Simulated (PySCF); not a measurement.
BaF, SMILES [F][Ba], multiplicity 2.

Geometry optimised at B3LYP-D3(BJ)/def2-TZVPD. The multiplicity is an assumed one; other spin states were not compared. The def2 effective core potentials stand for the cores of Ba; spin–orbit coupling is left out.

Calculation: PySCF 2.14.0 with IEF-PCM-B3LYP/def2-TZVPD.

The values are the electrostatic part of the solvation free energy, E(continuum) − E(gas) at the gas-phase geometry, in a cavity of scaled van der Waals radii (PySCF's table); cavitation and dispersion terms are not included. A continuum can't describe solvent molecules that bind to the metal. The dipole moment in vacuum is 3.47 D.

Computed values in water (ε = 78.36), methanol (ε = 32.61), ethylethanoate (ε = 5.99):
```
solvent             ε  ΔG(elec) (kcal/mol)  dipole (D)
--------------  -----  -------------------  ----------
water           78.36                 -8.7        5.97
methanol        32.61                 -8.4        5.85
ethylethanoate   5.99                 -6.6        5.15
```
